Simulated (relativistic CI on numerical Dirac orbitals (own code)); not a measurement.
## Hyperfine structure of Pr⁴⁹⁺, mass number 141

Computed by Dirac-Coulomb-Breit CI, KLI orbitals optimised for each configuration, QED by a radiative potential, unscaled Slater integrals (own radial code, finite nucleus).

CI space (outside the closed core 1s2): 2s²2p⁶, 2s²2p⁵3s, 2s²2p⁵3p, 2s²2p⁵3d, 2s2p⁶3s, 2s2p⁶3p, 2s2p⁶3d, 2s²2p⁵4s, 2s²2p⁵4p, 2s²2p⁵4d, 2s²2p⁵4f, 2s2p⁶4s, 2s²2p⁴3s², 2s2p⁶4p, 2s2p⁶4d, 2s2p⁶4f. Levels of other configurations are missing.

Nuclear spin I = 5/2, μ = 4.266 μN, Q = -0.0589 b (tables of Stone and Pyykkö). The electronic factors are computed for point nuclear moments, without core polarisation or the Bohr-Weisskopf and QED corrections.

| Level | E (eV) | A (GHz) | B (GHz) |
| --- | --- | --- | --- |
| 2s²2p⁵3s ³P°2 | 5115.00 | 1488 | 43.9 |
| 2s²2p⁵3s ¹P°1 | 5121.29 | -167.7 | 21.3 |
| 2s²2p⁵3p ³D2 | 5222.77 | 810.1 | 43.8 |
| 2s²2p⁵3p ³D3 | 5352.42 | 419.6 | 31.7 |
| 2s²2p⁵3p ¹P1 | 5352.51 | 429.4 | -11.9 |
| 2s²2p⁵3p ³P2 | 5361.86 | 418.9 | 0.153 |
| 2s²2p⁵3d ³P°1 | 5478.72 | 320.6 | -14.8 |
| 2s²2p⁵3d ³F°3 | 5481.87 | 377.6 | 41.7 |

Levels with J = 0, under 50 % of one LS term, or S terms without an open s electron are left out. Small factors come from cancelling terms and can be off by tens of per cent or more.

At this charge energies of transitions that change n are usually good to better than 1 %, and those within a shell (Δn = 0) to a few per cent.

Problem. Give the hyperfine levels of 2s²2p⁵3s ³P°2 relative to its centre of gravity.

Solution. With K = F(F + 1) − I(I + 1) − J(J + 1), E = AK/2 + B[¾K(K + 1) − I(I + 1)J(J + 1)]/[2I(2I − 1)J(2J − 1)]: F = 1/2: -10390, F = 3/2: -8173, F = 5/2: -4475, F = 7/2: 725.3, F = 9/2: 7451 GHz.

LS names give the leading component of a level, which can be under half, so a name can repeat, a term be missing and a line seem to break the LS rules.
